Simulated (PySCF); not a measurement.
Dipole polarisabilities along group 16

Calculated with PySCF 2.14 for the ground configurations, without spin-orbit coupling: coupled response for Hartree-Fock and DFT. Mean α in bohr³, C₆ of like pairs in atomic units.

```csv
species,α UHF,α PBE,α PBE0,α recommended (Schwerdtfeger and Nagle),C₆ UHF,C₆ PBE,C₆ PBE0
"O [He] 2s2 2p4 (aug-cc-pCVTZ-DK with one added diffuse shell each of s, p, d, f type, spin-free X2C)",4.788,5.993,5.494,5.3 ± 0.2,13.94,18.12,16.41
"S [Ne] 3s2 3p4 (aug-cc-pCVTZ-DK with one added diffuse shell each of s, p, d, f type, spin-free X2C)",19.16,21.12,20.15,19.4 ± 0.1,130.6,145.5,137.9
"Te [Kr] 4d10 5s2 5p4 (aug-cc-pwCVTZ-DK3 with one added diffuse shell each of s, p, d, f type, spin-free X2C)",38.15,41.41,39.57,38 ± 4,420.1,458.3,435.7
```

Hartree-Fock lacks correlation. PBE lies above the recommended values here, as self-interaction makes its density too diffuse. All values carry a basis error, and heavy open shells lack spin-orbit coupling.
